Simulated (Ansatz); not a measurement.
The same redistribution along the group Mg, Zn, Cd.

Program: Ansatz. Geometries: PBE0-D4/def2-TZVP. ΔE: electronic, gas phase. CBS: MP2 limit from def2 TZ/QZ plus the TZ coupled-cluster correction, frozen cores. This one scheme is used for every species. Functionals use def2-TZVPP. Elements past krypton have def2 core potentials. For Cd, Mg, Zn outer-core shells are correlated without core-valence functions, which leaves a few kJ/mol of doubt a bond. Scalar relativity is left out up to krypton. One conformer a species, not always the lowest.

```csv
reaction,PBE-D4 (kJ/mol),PBE0-D4 (kJ/mol),ωB97X-V (kJ/mol),revPBE-D4 (kJ/mol)
`[CH3][Mg][F]` + `SBCl` → `[F][Mg][Cl]` + `CBS`,-116,-127,-132,-118
`[CH3][Zn][F]` + `SBCl` → `[F][Zn][Cl]` + `CBS`,-32,-44,-49,-33
`[CH3][Cd][F]` + `SBCl` → `[F][Cd][Cl]` + `CBS`,-25,-37,-44,-26
```

Problem. Give the CCSD(T)/CBS values in the same order. (Best estimate.)

Solution. Ansatz gave: -128, -52, -41 kJ/mol.

Largest T1 diagnostic: 0.016, for `[F][Zn][Cl]`.
